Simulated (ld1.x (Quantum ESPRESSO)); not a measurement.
terbium: excitation energies, all-electron against TM semilocal

Tb (Z = 65), norm-conserving Troullier–Martins (semilocal form), made with ld1.x (Quantum ESPRESSO) 7.5 (PBE, scalar-relativistic). Core [Kr] 4d10 5s2, reference 4f9 5p6 5d0 6s2 6p0. Waves: 6s (bound): rc 3.35 bohr; 5p (bound): rc 2.25 bohr; 5d (bound, empty): rc 2.90 bohr; 4f (bound): rc 1.50 bohr. Local part: the f channel. Core correction: none.

Energies are relative to the spin-unpolarised reference configuration 4f9 5p6 5d0 6s2 6p0; without spin polarisation the order of configurations can differ from experiment. Not all tests gave a result: 2 of 7 tests not solved or not reliable. Left out of the table: 4f9 5p6 5d0 6s1 6p0 (pseudo-atom not self-consistent, printed error -1962 eV); 4f9 5p6 5d0 6s0 6p1 (solver errors, printed error -7.7 eV).

| valence configuration | charge | ΔE all-electron (eV) | error AE − PS (meV) |
| --- | --- | --- | --- |
| 4f9 5p6 5d0 6s0 6p0 | +2 | 17.687 | +7.7 |
| 4f8 5p6 5d0 6s0 6p0 | +3 | 42.990 | +290 |
| 4f9 5p6 5d1 6s0 6p0 | +1 | 8.117 | -19 |
| 4f9 5p6 5d0 6s1 6p1 | 0 | 2.614 | -3535 |

**Question.** What are ΔE and the potential's error for 4f8 5p6 5d0 6s2 6p0?

**Answer.** ΔE = 10.049 eV all-electron; the error (AE − PS) is -42 meV.

Levels in the configuration 4f9 5p6 5d0 6s0 6p0:

```json
{"level": "4f", "all-electron (eV)": "-16.824", "pseudo (eV)": "-16.592"}
{"level": "5p", "all-electron (eV)": "-38.691", "pseudo (eV)": "-38.569"}
```

These tests converged, but a pseudo level misses the all-electron one widely, so the file describes the atom poorly there or has found another state: 4f9 5p6 5d1 6s0 6p0: empty 6p by 3.4 eV; 4f9 5p6 5d0 6s1 6p1: 5p by 4.9 eV. ld1.x printed “convergence not achieved” for 1 of the counted tests; its residual had stalled under 1e-8, short of the target of 1e-14.
